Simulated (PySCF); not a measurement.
One molecule, many functionals

Compound: AsB₂H₅.
Geometry (PBE0-D3(BJ)/def2-SVP, Å), atoms numbered from 1 in this order:
```xyz
8
AsB2H5 angstrom
B     -1.223    0.386   -0.543
B     -0.162   -0.668    0.129
As     1.807   -0.258    0.092
H     -1.405    0.481   -1.737
H     -1.834    1.162    0.163
H     -0.431   -1.752    0.596
H      1.778    1.255    0.236
H      2.099   -0.553    1.553
```

Linear-response calculations in the def2-SVPD basis (PySCF; singlets by full response, triplets Tamm–Dancoff, core orbitals frozen in the response; HF means time-dependent Hartree–Fock). 'Strongest' is the level of largest summed f among the singlets computed (10 roots, of which the last may lack a degenerate partner); it can jump between rows when another state enters that window. S1 is the lowest singlet of each run and needn't be the same state throughout; f(S1) is that of one state. The structure is a single PBE0-D3(BJ)/def2-SVP conformer in the gas phase; no vibrational or solvent corrections. The LDA/def2-SVPD calculation is non-relativistic and has no spin–orbit coupling, an omission that weighs most on arsenic.

```csv
functional,kind,S1 (eV),f(S1),strongest (eV),T1 (eV),HOMO (eV),gap (eV),"ionisation energy, ΔSCF (eV)"
LDA,LDA,3.86,0.040,5.64,3.20,-6.53,3.44,9.56
PBE,GGA,3.96,0.039,5.77,3.16,-6.39,3.54,9.38
B3LYP,"global hybrid, 20% exact exchange",4.32,0.031,7.11,3.43,-7.20,5.09,9.52
PBE0,"global hybrid, 25% exact exchange",4.37,0.052,7.21,3.38,-7.39,5.46,9.47
BHandHLYP,"global hybrid, 50% exact exchange",4.56,0.050,7.73,3.67,-8.27,7.36,9.43
CAM-B3LYP,range-separated hybrid,4.44,0.048,7.58,3.58,-8.61,7.77,9.56
wB97X-D,range-separated hybrid,4.49,0.051,7.62,3.67,-9.14,9.06,9.52
LC-wPBE,range-separated hybrid,4.56,0.045,8.00,3.61,-9.89,10.17,9.56
HF,Hartree–Fock,4.90,0.044,7.19,3.85,-9.63,11.09,not settled
```

S1 runs from 3.86 eV (LDA) to 4.90 eV (HF), a spread of 1.04 eV, while the orbital gap spreads over 7.7 eV. Along PBE (0%), B3LYP (20%), PBE0 (25%), BHandHLYP (50%), HF (100%) S1 rises with the share of exact exchange. −ε(HOMO) comes closest to its own ΔSCF ionisation energy with LC-wPBE (+0.33 eV) and misses most with LDA (-3.04 eV). 'Not settled' means that the ion's SCF failed to converge or may have ended in another state than the lowest.
